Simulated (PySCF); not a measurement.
Mean harmonic wavenumber (cm⁻¹) of eight silicon and germanium compounds: PBE-D3(BJ) beside B3LYP-D3(BJ), computed with PySCF for isolated molecules in the bases named; differences from unrounded values. The eight are the first of their class met in an unordered collection, after screening for sound electronic states; none was chosen by its value. Each level has its own optimised geometry.

```json
[
 {"molecule": "Ge(F)(SH)3 (FGeH3S3), SMILES [SH][Ge]([SH])([F])[SH]", "basis": "def2-SVP", "B3LYP-D3(BJ)": "742"},
 {"molecule": "Si(Cl)(OH)(SH)2 (ClH3OS2Si), SMILES O[Si](S)(S)Cl", "basis": "def2-SVP", "B3LYP-D3(BJ)": "873"},
 {"molecule": "C3H6FNSi, SMILES N#CCC[SiH2]F", "basis": "def2-SVP", "B3LYP-D3(BJ)": "1236"},
 {"molecule": "C2H9FSi3, SMILES C1[SiH2]C[Si@H](F)[SiH2]1", "basis": "def2-SVP", "B3LYP-D3(BJ)": "1127"},
 {"molecule": "C3H6FNSi, SMILES C1C=CN1[SiH2]F", "basis": "def2-SVP", "B3LYP-D3(BJ)": "1253"},
 {"molecule": "Ge(H)3(Et) (C2H8Ge), SMILES C[CH2][GeH3]", "basis": "def2-SVP", "B3LYP-D3(BJ)": "1427"},
 {"molecule": "C2H8FNSi2, SMILES C=C[Si@H](N)[SiH2]F", "basis": "def2-SVP", "B3LYP-D3(BJ)": "1189"},
 {"molecule": "C2H7FSi2, SMILES F/C=C\\[SiH2][SiH3]", "basis": "def2-SVP", "B3LYP-D3(BJ)": "1123"}
]
```

Question: Estimate the PBE-D3(BJ) values and say how PBE-D3(BJ) differs from B3LYP-D3(BJ) over the set. (The exact figures need the calculation; the answer reports its results.)

Answer: 
| molecule | PBE-D3(BJ) | difference |
|---|---|---|
| Ge(F)(SH)3 (FGeH3S3), SMILES [SH][Ge]([SH])([F])[SH] | 721 | -21 |
| Si(Cl)(OH)(SH)2 (ClH3OS2Si), SMILES O[Si](S)(S)Cl | 850 | -23 |
| C3H6FNSi, SMILES N#CCC[SiH2]F | 1200 | -36 |
| C2H9FSi3, SMILES C1[SiH2]C[Si@H](F)[SiH2]1 | 1094 | -33 |
| C3H6FNSi, SMILES C1C=CN1[SiH2]F | 1217 | -36 |
| Ge(H)3(Et) (C2H8Ge), SMILES C[CH2][GeH3] | 1392 | -36 |
| C2H8FNSi2, SMILES C=C[Si@H](N)[SiH2]F | 1155 | -33 |
| C2H7FSi2, SMILES F/C=C\[SiH2][SiH3] | 1089 | -35 |
PBE-D3(BJ) lies below B3LYP-D3(BJ) in 8 and above it in 0 of the eight; the mean signed difference is -32 and the largest -36 cm⁻¹.
